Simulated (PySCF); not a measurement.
**Relaxation of singlet H₂TiO**

All numbers come from PBE0 in PySCF with Ti def2-TZVP, O def2-TZVP, H def2-TZVP; no relativity; density-fitted integrals. A (50,194) grid was used.

A start displaced from a saddle point along its imaginary mode, of Cs symmetry, held to at least that symmetry:

Coordinates in bohr (charge 0 multiplicity 1):
```
Ti    0.5793   -0.0140    0.3625
O    -1.9592    0.0134   -1.2260
H     0.1836    0.2268    3.6345
H     3.3491    0.2268   -1.4238
```

At each step, columns x, y, z (Å) and Fx, Fy, Fz (eV/Å):

```
step 0  E − E(last) = 13.63 kJ/mol
Ti   0.307  -0.007   0.192   0.049  -0.196   0.032
O   -1.037   0.007  -0.649   0.017   0.067   0.009
H    0.097   0.120   1.923  -0.004   0.064  -0.066
H    1.772   0.120  -0.753  -0.061   0.065   0.025
step 1  E − E(last) = 7.08 kJ/mol
Ti   0.315  -0.219   0.197  -0.904   0.154  -0.564
O   -1.026   0.076  -0.642   1.176  -0.170   0.735
H    0.095   0.191   1.905   0.077   0.009  -0.425
H    1.755   0.191  -0.747  -0.349   0.008   0.254
step 2  E − E(last) = 4.28 kJ/mol
Ti   0.313  -0.261   0.196  -0.516   0.213  -0.323
O   -1.010   0.089  -0.632   0.781  -0.148   0.488
H    0.096   0.206   1.887   0.078  -0.033  -0.419
H    1.739   0.206  -0.738  -0.343  -0.033   0.253
step 3  E − E(last) = 3.14 kJ/mol
Ti   0.309  -0.238   0.193   0.552  -0.328   0.345
O   -0.997   0.082  -0.624  -0.422   0.203  -0.264
H    0.101   0.198   1.870   0.020   0.063  -0.176
H    1.726   0.198  -0.727  -0.150   0.063   0.095
step 4  E − E(last) = 2.15 kJ/mol
Ti   0.309  -0.262   0.194   0.499  -0.266   0.312
O   -0.991   0.090  -0.620  -0.380   0.181  -0.238
H    0.103   0.206   1.860   0.026   0.042  -0.172
H    1.718   0.206  -0.721  -0.144   0.042   0.098
step 5  E − E(last) = 1.00 kJ/mol
Ti   0.310  -0.295   0.194   0.342  -0.144   0.213
O   -0.984   0.101  -0.616  -0.249   0.120  -0.155
H    0.108   0.217   1.844   0.032   0.012  -0.154
H    1.706   0.217  -0.709  -0.125   0.012   0.097
step 6  E − E(last) = 0.15 kJ/mol
Ti   0.310  -0.342   0.194   0.054   0.057   0.033
O   -0.974   0.116  -0.609  -0.023  -0.004  -0.014
H    0.118   0.233   1.815   0.036  -0.026  -0.092
H    1.684   0.233  -0.687  -0.067  -0.027   0.073
step 7  E − E(last) = 0.03 kJ/mol
Ti   0.309  -0.348   0.194   0.018   0.025   0.011
O   -0.973   0.118  -0.609  -0.027  -0.005  -0.017
H    0.124   0.235   1.805   0.022  -0.010  -0.026
H    1.678   0.235  -0.677  -0.013  -0.010   0.032
step 8  E − E(last) = 0.01 kJ/mol
Ti   0.308  -0.347   0.193  -0.003  -0.005  -0.003
O   -0.975   0.117  -0.610  -0.017  -0.001  -0.010
H    0.129   0.235   1.802   0.009   0.004   0.007
H    1.677   0.235  -0.672   0.011   0.003   0.006
step 9  E − E(last) = 0.00 kJ/mol
Ti   0.307  -0.347   0.192  -0.015  -0.004  -0.010
O   -0.976   0.117  -0.611   0.002  -0.004   0.001
H    0.131   0.235   1.801   0.004   0.005   0.009
H    1.677   0.235  -0.669   0.010   0.004   0.000
step 10  E − E(last) = 0.00 kJ/mol
Ti   0.306  -0.347   0.191  -0.010  -0.001  -0.007
O   -0.978   0.116  -0.612   0.007  -0.003   0.004
H    0.133   0.235   1.801   0.000   0.003   0.003
H    1.678   0.235  -0.668   0.003   0.002  -0.001
```

It ends at Cs with Ti–H 1.721 Å (×2), Ti–O 1.583 Å; H–Ti–H 115.7°, H–Ti–O 107.1° (×2). A frequency run shows a minimum. Other isomers or separated fragments may lie lower.

The relaxation took 13 s on 2 threads of a shared Arm Neoverse V1 host, with 88 basis functions and 12 gradients; the process peaked at 1 GiB. Launch command: `OMP_NUM_THREADS=2 python axn.py task.json out`.
